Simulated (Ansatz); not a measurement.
C₄H₁₁FSi, SMILES CCC[C@@H](F)[SiH3].

Geometry optimised at r2SCAN-D4/def2-SVP. The structure was generated by enumeration; whether it is a known compound was not checked. The values are those of a single conformer.

Two levels are set side by side: PBE/def2-SVPD (Ansatz, a program for electronic structure) and PBE0/def2-SVPD (Ansatz). Energy differences of separate SCF runs at the same geometry; the states with an electron removed or added have multiplicity 2 and 2. Differences are taken from unrounded values.

```tsv
quantity	PBE0
vertical ionisation energy (eV)	10.21
vertical singlet–triplet gap (eV)	7.14
```

Q: What does PBE give, and how far is it from PBE0? (The exact figures need the calculation; the answer reports its results.)

A: 
```
quantity                            PBE  PBE minus PBE0
---------------------------------  ----  --------------
vertical ionisation energy (eV)    9.75           -0.46
vertical singlet–triplet gap (eV)  6.59           -0.55
```
